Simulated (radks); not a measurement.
Removal energies from neutral indium, [Kr] 4d10 5s2 5p1, by Delta-SCF beside the eigenvalue of the level emptied. Method: scalar-relativistic Kohn-Sham, BLYP, spin-polarised, spherical densities, finite nucleus; Fermi nuclear charge, rms radius of each element as measured or else 0.836 A^(1/3) + 0.57 fm; computed with a radial shooting solver on a logarithmic mesh with Libxc functionals. Open shells are filled with parallel spins first.

5p: final configuration [Kr] 4d10 5s2; Delta-SCF (eV) 5.460; -eigenvalue (eV) 2.626
5s: final configuration [Kr] 4d10 5s1 5p1; Delta-SCF (eV) 11.452; -eigenvalue (eV) 7.898
4d: final configuration [Kr] 4d9 5s2 5p1; Delta-SCF (eV) 24.604; -eigenvalue (eV) 18.324
4p: final configuration [Ar] 3d10 4s2 4p5 4d10 5s2 5p1; Delta-SCF (eV) 85.007; -eigenvalue (eV) 77.819
